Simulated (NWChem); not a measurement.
System: BCl$_{2}$ cation

Excerpt of the output:

```
             Northwest Computational Chemistry Package (NWChem) 7.3.0
             --------------------------------------------------------

                             Geometry "geometry" -> ""
                             -------------------------

 Output coordinates in angstroms (scale by  1.889725989 to convert to a.u.)

  No.       Tag          Charge          X              Y              Z
 ---- ---------------- ---------- -------------- -------------- --------------
    1 Cl                  17.0000    -1.61733700    -0.02293600     0.02005700
    2 B                    5.0000     0.00000000     0.00000000     0.00000000
    3 Cl                  17.0000     1.61733800     0.02293600    -0.02005700

 Effective nuclear repulsion energy (a.u.)     102.8831151459

  xc_inp: hfexch multiplicative factor not found.

                                 NWChem DFT Module
                                 -----------------

 Summary of "ao basis" -> "ao basis" (spherical)
 ------------------------------------------------------------------------------
       Tag                 Description            Shells   Functions and Types
 ---------------- ------------------------------  ------  ---------------------
 Cl                          6-31g*                  8       18   4s3p1d
 B                           6-31g*                  6       14   3s2p1d

            General Information
            -------------------
          SCF calculation type: DFT
          Wavefunction type:  closed shell.
          No. of atoms     :     3
          No. of electrons :    38
           Alpha electrons :    19
            Beta electrons :    19
          Charge           :     1
          Spin multiplicity:     1
          Use of symmetry is: off; symmetry adaption is: off
          Maximum number of iterations: 150
          AO basis - number of functions:    50
                     number of shells:    22
          Convergence on energy requested:  1.00D-06
          Convergence on density requested:  1.00D-05
          Convergence on gradient requested:  5.00D-04

              XC Information
              --------------
                     Hartree-Fock (Exact) Exchange  1.000

      Superposition of Atomic Density Guess
      -------------------------------------

 Sum of atomic energies:        -943.42725393

 Renormalizing density from      39.00 to     38

      Non-variational initial energy
      ------------------------------

 Total energy =    -929.077502
 1-e energy   =   -1468.502859
 2-e energy   =     436.542242
 HOMO         =      -0.822316
 LUMO         =      -0.265028

     ---------------------------------------------
      Total Density - Mulliken Population Analysis
     ---------------------------------------------

    Atom       Charge   Shell Charges
 -----------   ------   -------------------------------------------------------
    1 Cl  17    17.04   2.00  2.00  6.00  1.51  4.03  0.37  1.11  0.02
    2 B    5     3.93   2.00  0.57  0.75  0.34  0.20  0.07
    3 Cl  17    17.04   2.00  2.00  6.00  1.51  4.03  0.37  1.11  0.02

   convergence    iter        energy       DeltaE   RMS-Dens  Diis-err
 ---------------- ----- ----------------- --------- --------- ---------
 d= 0,ls=0.0,diis     1   -943.2576623692 -1.05D+03  2.97D-02  1.08D+00
 d= 0,ls=0.0,diis     2   -943.3551323414 -9.75D-02  8.69D-03  2.79D-01
 d= 0,ls=0.0,diis     3   -943.3935179374 -3.84D-02  1.24D-03  4.39D-03
 d= 0,ls=0.0,diis     4   -943.3942672472 -7.49D-04  4.54D-04  1.61D-04
 d= 0,ls=0.0,diis     5   -943.3943107126 -4.35D-05  3.73D-05  1.97D-06
 d= 0,ls=0.0,diis     6   -943.3943111455 -4.33D-07  7.56D-06  3.84D-08

         Total DFT energy =     -943.394311145531
      One electron energy =    -1496.743552709155
           Coulomb energy =      509.243427397551
    Exchange-Corr. energy =      -58.777300979805
 Nuclear repulsion energy =      102.883115145878

 Numeric. integr. density =        0.000000000000

                       DFT Final Molecular Orbital Analysis
                       ------------------------------------

 Vector   17  Occ=2.000000D+00  E=-8.087806D-01
              MO Center= -6.2D-06, -9.4D-08,  8.2D-08, r^2= 3.0D+00
   Bfn.  Coefficient  Atom+Function         Bfn.  Coefficient  Atom+Function
  ----- ------------  ---------------      ----- ------------  ---------------
     8      0.341211  1 Cl py                 9      0.339761  1 Cl pz
    40      0.341209  3 Cl py                41      0.339759  3 Cl pz
    22      0.165800  2 B  py                23      0.165096  2 B  pz
    12      0.134299  1 Cl py                13      0.133728  1 Cl pz
    44      0.134298  3 Cl py                45      0.133728  3 Cl pz

 Vector   18  Occ=2.000000D+00  E=-7.462212D-01
              MO Center=  7.5D-06,  9.9D-08, -8.7D-08, r^2= 3.6D+00
   Bfn.  Coefficient  Atom+Function         Bfn.  Coefficient  Atom+Function
  ----- ------------  ---------------      ----- ------------  ---------------
     8      0.379321  1 Cl py                 9      0.378016  1 Cl pz
    40     -0.379322  3 Cl py                41     -0.378018  3 Cl pz
    12      0.183599  1 Cl py                13      0.182967  1 Cl pz
    44     -0.183600  3 Cl py                45     -0.182968  3 Cl pz
     4     -0.144317  1 Cl py                 5     -0.143820  1 Cl pz

 Vector   19  Occ=2.000000D+00  E=-7.462211D-01
              MO Center=  7.5D-06,  1.0D-07, -8.7D-08, r^2= 3.6D+00
   Bfn.  Coefficient  Atom+Function         Bfn.  Coefficient  Atom+Function
  ----- ------------  ---------------      ----- ------------  ---------------
     8      0.377941  1 Cl py                 9     -0.379263  1 Cl pz
    40     -0.377942  3 Cl py                41      0.379265  3 Cl pz
    12      0.182931  1 Cl py                13     -0.183571  1 Cl pz
    44     -0.182932  3 Cl py                45      0.183572  3 Cl pz
     4     -0.143792  1 Cl py                 5      0.144295  1 Cl pz

 Vector   20  Occ=0.000000D+00  E=-1.654873D-01
              MO Center= -4.0D-07,  4.1D-09, -5.8D-09, r^2= 2.5D+00
   Bfn.  Coefficient  Atom+Function         Bfn.  Coefficient  Atom+Function
  ----- ------------  ---------------      ----- ------------  ---------------
    27     -0.532364  2 B  pz                26      0.496786  2 B  py
    23     -0.378064  2 B  pz                22      0.352798  2 B  py
    13      0.263810  1 Cl pz                45      0.263809  3 Cl pz
    12     -0.246179  1 Cl py                44     -0.246179  3 Cl py
     9      0.199129  1 Cl pz                41      0.199129  3 Cl pz

 Vector   21  Occ=0.000000D+00  E=-1.654873D-01
              MO Center= -4.0D-07, -5.9D-09,  7.4D-09, r^2= 2.5D+00
   Bfn.  Coefficient  Atom+Function         Bfn.  Coefficient  Atom+Function
  ----- ------------  ---------------      ----- ------------  ---------------
    26      0.532439  2 B  py                27      0.496892  2 B  pz
    22      0.378117  2 B  py                23      0.352873  2 B  pz
    12     -0.263847  1 Cl py                44     -0.263846  3 Cl py
    13     -0.246231  1 Cl pz                45     -0.246231  3 Cl pz
     8     -0.199157  1 Cl py                40     -0.199157  3 Cl py

 Vector   22  Occ=0.000000D+00  E=-6.952367D-02
              MO Center=  2.1D-06,  1.5D-08, -1.3D-08, r^2= 3.5D+00
   Bfn.  Coefficient  Atom+Function         Bfn.  Coefficient  Atom+Function
  ----- ------------  ---------------      ----- ------------  ---------------
    24      2.195579  2 B  s                 11     -0.707978  1 Cl px
    43      0.707979  3 Cl px                10     -0.625958  1 Cl s
    42     -0.625958  3 Cl s                  7     -0.347230  1 Cl px
    39      0.347231  3 Cl px                 6     -0.286395  1 Cl s
    38     -0.286395  3 Cl s                 19     -0.165585  2 B  s

     ---------------------------------------------
      Total Density - Mulliken Population Analysis
     ---------------------------------------------

    Atom       Charge   Shell Charges
 -----------   ------   -------------------------------------------------------
    1 Cl  17    16.79   2.00  2.00  5.98  1.39  3.56  0.59  1.24  0.04
    2 B    5     4.41   2.00  0.65  1.20  0.24  0.22  0.11
    3 Cl  17    16.79   2.00  2.00  5.98  1.39  3.56  0.59  1.24  0.04

     -------------------------------------------
      Total Density - Lowdin Population Analysis
     -------------------------------------------

[...]

                     NWChem Electrostatic Potential Fit Module
                     -----------------------------------------

 Atom parameters

 Number of atoms is                                    3
 Number of basis functions is                         50

 Grid parameters

 Maximum number of grid points is                  19549
 Number of grid points is                          19548
 Grid range                                     0.300000 nm
 Grid spacing                                   0.020000 nm
 Probe radius                                   0.070000 nm
 Atom radius factor                             1.000000

 Atomic radii

    5    0.158000
   17    0.169000
 FASTESP  F
  using M.O. file = ./job.movecs

    Atom              Coordinates                           Charge

                                                  ESP

    1 Cl   -0.161734   -0.002294    0.002006    0.266641
    2 B     0.000000    0.000000    0.000000    0.466695
    3 Cl    0.161734    0.002294   -0.002006    0.266664
                                            ------------
                                                1.000000

 Dipole moment                                  0.000000

 Quadrupole moment Qxx                          9.961569
                   Qyy                         -4.980431
                   Qzz                         -4.981138

 RMS deviation kJ/mol                           0.117219

 RRMS %                                         3.457517
```

Level: Hartree-Fock/6-31G* (spherical d). All runs use the structure optimised with PBE0/def2-SVP.

Task: Which NWChem input produces such a log?

Result: This is not unique; one that fits is the input that was run:
```
start job
memory heap 200 mb stack 900 mb global 1100 mb
charge 1
geometry units angstroms noautosym nocenter noautoz
  Cl    -1.617337    -0.022936     0.020057
  B      0.000000    -0.000000     0.000000
  Cl     1.617338     0.022936    -0.020057
end
basis spherical
  Cl library 6-31g*
  B library 6-31g*
end
dft
  xc hfexch
  iterations 150
  mulliken
end
task dft energy
esp
  recalculate
  probe 0.07
  range 0.3
  factor 1.0
  spacing 0.02
end
task esp
```
